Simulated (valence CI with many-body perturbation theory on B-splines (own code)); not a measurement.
# Tm⁵⁶⁺: what the settings do

Computed by configuration interaction combined with many-body perturbation theory (CI+MBPT): three valence electrons over a frozen Dirac-Fock core [Ne], radial functions for each j: 6 s, 6 p, 5 d, 3 f, 1 g, with the one-electron correlation potential Σ1, the two-electron term Σ2, the three-electron term Σ3, Breit, model QED; selected CI, second order for the rest, scaled by the run's own slope (own B-spline code, finite nucleus).

The last digits are not significant, and no measured levels were compared; by estimate large intervals hold to a few tenths of a per cent, small ones and those within an open d or f shell to about a per cent.

The reference run has the lowest level (3s^2 3p1/2) J=1/2 and an ionisation energy of 5656.53 eV. Its largest variational space holds 2756 state functions.

Levels are named by their leading jj configuration (3d3/2^4 stands for four electrons in 3d with j = 3/2), which in mixed levels can hold well under half, so a name can repeat and another be missing. Letters in brackets count levels of one name in rising energy.

Changed runs:
A. three-electron term on → off; orbitals per symmetry with explicit Σ2 and valence Breit (the others get mean screening factors) 5 → 1
B. QED terms on → off
C. highest l in the core sums 6 → 7
D. highest l in the core sums 6 → 1 (bad on purpose)

Excitation energies of the reference run in cm⁻¹, and shifts in cm⁻¹:

| Level | Reference | A | B | C | D |
| --- | --- | --- | --- | --- | --- |
| (3s 3p1/2^2) J=1/2 | 1206220 | -78 | +28970 | +3.9 | +495 |
| (3s^2 3p3/2) J=3/2 | 2103210 | +4.6 | -2461 | -0.9 | -777 |
| (3s 3p1/2 3p3/2) J=3/2 [a] | 3090530 | -265 | +26025 | +3.0 | -1681 |
| (3s 3p1/2 3p3/2) J=5/2 | 3222760 | -240 | +25717 | +3.5 | -766 |
| (3s 3p1/2 3p3/2) J=3/2 [b] | 3383420 | -138 | +22299 | +8.6 | +917 |
| (3s 3p1/2 3p3/2) J=1/2 | 3456640 | -0.6 | +26424 | +3.1 | +2882 |
| (3s^2 3d3/2) J=3/2 | 3824490 | +300 | +6935 | +30 | +6133 |
| (3s^2 3d5/2) J=5/2 | 4239780 | +257 | +2109 | +31 | +3902 |
| (3p1/2^2 3p3/2) J=3/2 | 4574810 | -268 | +46234 | +18 | +1827 |
| (3s 3p1/2 3d3/2) J=3/2 [a] | 4683240 | -72 | +36675 | +33 | +2802 |
| (3s 3p1/2 3d3/2) J=5/2 | 4778010 | -121 | +31317 | +40 | +3243 |
| (3s 3p1/2 3d3/2) J=1/2 | 4971820 | +191 | +31236 | +40 | +5637 |
| Ionisation energy (eV) | 5656.53 | +0.07 | +0.09 | -0.0012 | -0.48 |
